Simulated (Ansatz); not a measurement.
`[SiH3]N[SiH2]O[SiH3]` + `C[Si](O)(O)Br` → `C[Si](O)(Br)O[SiH3]` + `N[SiH2]O[SiH3]`  (ligand exchange at the Si–N bond)

Gas-phase electronic energies from Ansatz, PBE0-D4/def2-TZVP geometries. CCSD(T)/CBS adds triple-zeta CCSD(T) − MP2 to the extrapolated MP2 energy (def2 sets, frozen cores). Functionals use def2-TZVPP. For Br outer-core shells are correlated without core-valence functions, which leaves a few kJ/mol of doubt a bond. Scalar relativity is left out up to krypton. One conformer a species, not always the lowest.

```csv
species,r2SCAN-D4 energy (Eh)
`[SiH3]N[SiH2]O[SiH3]`,-1003.93919
`C[Si](O)(O)Br`,-3055.35431
`C[Si](O)(Br)O[SiH3]`,-3346.06904
`N[SiH2]O[SiH3]`,-713.24294
```

(1) Work out ΔE.

Largest T1 diagnostic among the species: 0.011.

Answers

(1) ΔE = (-3346.06904) + (-713.24294) − (-1003.93919) − (-3055.35431) = -0.01848 Eh = -0.50 eV. CCSD(T)/CBS gives -0.52 eV.

In def2-TZVPP, CCSD(T) changes the Hartree–Fock value by +0.14 eV (the triples alone add +0.02 eV) and MP2 by +0.14 eV.
